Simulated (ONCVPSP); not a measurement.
# What one change does to a pseudopotential (indium (In), ONCV)

- Element: indium (In)
- Generator: ONCVPSP 4.0.1
- Type: optimised norm-conserving Vanderbilt (ONCV)
- Functional: LDA (Perdew-Wang 92)
- Relativity: scalar-relativistic
- Frozen core: [Kr] 4d10
- Valence charge: 3
- Reference configuration: 5s1.75 5p1.25
- Partial waves: 5s: rc 2.25 bohr, ncon 3, nbas 6, qcut 3.2 1/bohr, 2 projectors, debl 0.3 Ha; 5p: rc 2.75 bohr, ncon 4, nbas 9, qcut 2.6 1/bohr, 2 projectors, debl 1.5 Ha; d scattering state at 0.44 Ha: rc 2.45 bohr, ncon 4, nbas 7, qcut 4.4 1/bohr, 3 projectors, debl 2 Ha
- Local potential: polynomial inside 2.15 bohr (lpopt 5, dvloc0 -1 Ha)
- Core correction: Teter function, fcfact 4.5, rcfact 1.7

In the s channel the program set the typed energies aside and used -0.321, 0.250 Ha.

Change: core correction Teter function, fcfact 4.5, rcfact 1.6.

Cutoffs: the cutoffs (Ha) at which the residual kinetic energy of the hardest occupied pseudo-wave falls to 1 and 0.1 mHa per electron; they do not see the model core or the augmentation charge, which bear on the density cutoff. Errors are all-electron minus pseudo energies relative to the spin-unpolarised reference configuration.

Question: Predict the effect on cutoff, ghosts and configuration errors.

Answer: The potential gets neither clearly harder nor softer (5.0 Ha and 18 Ha → 5.0 Ha and 18 Ha); both files keep a bound ghost (d); of the 4 tests that both files solve, the error grows in 0 and shrinks in 3 by more than 15 % and 0.3 meV (median size 51.5 → 35.6 meV). A model core, the more so a compact one, raises the density cutoff, which this test does not measure.

| quantity | base | changed |
| --- | --- | --- |
| cutoff, loose | 5.0 Ha | 5.0 Ha |
| cutoff, tight | 18 Ha | 18 Ha |
| bound ghosts | d | d |
| GHOST(+) flags under 300 eV | s at 44.2 eV | s at 44.2 eV |
| error for 5s2 5p1, meV [ΔE -1.46 eV] | -0.9 | -0.7 |
| error for 5s2 5p0, meV [ΔE 4.13 eV] | -95 | -65 |
| error for 5s1 5p0, meV [ΔE 23.79 eV] | -501 | -403 |
| error for 5s1 5p2, meV [ΔE 4.48 eV] | -7.8 | -6.2 |
| s: phases at 2.28 bohr within 0.05 rad from the reference energy up to (Ha; the scan ends near 5) | 1.6 | 1.6 |
| p: phases at 2.79 bohr within 0.05 rad from the reference energy up to (Ha; the scan ends near 5) | 2.0 | 2.0 |
| d: phases at 2.48 bohr within 0.05 rad from the reference energy up to (Ha; the scan ends near 5) | to the end of the scan | to the end of the scan |
| rms error of d²Exc/dni dnj with the model core, mHa | 3.65 | 2.23 |

Base: The cutoffs count occupied waves only; projector 3 of the d channel, the hardest unoccupied one, needs 41 Ha at the loose tolerance. Changed file: The cutoffs count occupied waves only; projector 3 of the d channel, the hardest unoccupied one, needs 41 Ha at the loose tolerance. A true bound ghost makes a file unfit for plane-wave use even where its test errors are small: the radial tests pick states by their node count and pass the ghost by.
